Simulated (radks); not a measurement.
Removal energies from the tin ion Sn13+, [Kr] 4d1, by Delta-SCF beside the eigenvalue of the level emptied. All-electron calculation, scalar-relativistic Kohn-Sham, LDA (Slater exchange, Perdew-Wang correlation), spin-polarised, spherical densities, finite nucleus; Fermi nuclear charge, rms radius of each element as measured or else 0.836 A^(1/3) + 0.57 fm. Program: a radial shooting solver on a logarithmic mesh with Libxc functionals. Open shells are filled with parallel spins first.

| removed from | final configuration | Delta-SCF (eV) | -eigenvalue (eV) |
|---|---|---|---|
| 4d | [Kr] | 283.44 | 270.75 |
| 4p | [Ar] 3d10 4s2 4p5 4d1 | 355.50 | 342.18 |
| 4s | [Ar] 3d10 4s1 4p6 4d1 | 404.26 | 390.38 |
| 3d | [Ar] 3d9 4s2 4p6 4d1 | 788.89 | 759.10 |
